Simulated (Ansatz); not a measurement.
`C[CH2][In]([OH])[F]` + H₂ → `C[CH2][InH][F]` + H₂O at 298.15 K and 1 bar (hydrogenolysis of the In–O bond).

Computed with Ansatz on PBE0-D4/def2-TZVP structures; ΔE is electronic, products minus reactants. CCSD(T)/CBS is the MP2 limit (def2-TZVPP, def2-QZVPP) plus CCSD(T) − MP2 in def2-TZVPP, frozen cores. This one scheme is used for every species. def2 core potentials past Kr. For In outer-core shells are correlated without core-valence functions, which leaves a few kJ/mol of doubt a bond. One conformer a species, not always the lowest.

```json
{"species": "`C[CH2][In]([OH])[F]`", "CCSD(T)/CBS energy (Eh)": "-444.54921", "H − E (kJ/mol)": "232.8", "S (J/(mol·K))": "391.2"}
{"species": "H₂", "CCSD(T)/CBS energy (Eh)": "-1.17544", "H − E (kJ/mol)": "35.1", "S (J/(mol·K))": "130.4"}
{"species": "`C[CH2][InH][F]`", "CCSD(T)/CBS energy (Eh)": "-369.34165", "H − E (kJ/mol)": "209.9", "S (J/(mol·K))": "357.3"}
{"species": "H₂O", "CCSD(T)/CBS energy (Eh)": "-76.37941", "H − E (kJ/mol)": "66.4", "S (J/(mol·K))": "188.7"}
```

H − E and S are ideal-gas, rigid-rotor, harmonic terms from PBE0-D4/def2-TZVP, for one conformer and one mirror image of each species. For small species the MP2-based limit differs from directly extrapolated CCSD(T) by up to some mEh (0.8 for H₂); such offsets cancel only in part. 1 Eh = 2625.50 kJ/mol, R = 8.31446 J/(mol·K).

Question: By hand: ΔE, ΔH, ΔS and ΔG.

Answer: ΔE = (-369.34165) + (-76.37941) − (-444.54921) − (-1.17544) = 0.00359 Eh = 9.4 kJ/mol. Δ(H − E) = 209.9 + 66.4 − 232.8 − 35.1 = 8.4, so ΔH = 17.8 kJ/mol. ΔS = 357.3 + 188.7 − 391.2 − 130.4 = 24.4 J/(mol·K). ΔG = 17.8 − 298.15 × (24.4)/1000 = 10.5 kJ/mol.

Question: By hand: the equilibrium constant, and the temperature at which ΔG would vanish if ΔH and ΔS stayed fixed.

Answer: log₁₀ K = −ΔG/(RT ln 10) = -1.8. ΔG = 0 at ΔH/ΔS = 730 K.

TΔS isn't small against ΔH here. A doubt of 5 kJ/mol in ΔE shifts log₁₀ K by 0.9 here. Other conformers and mirror images would add mixing entropy, several J/(mol·K) or more a flexible species. Modes under 60 cm⁻¹, often nearly free rotors, make the harmonic entropy too high. These are equilibria of isolated gas molecules and say nothing of rates. Largest T1 diagnostic: 0.015 (customary marks: 0.02 for closed shells, 0.045 for open ones).
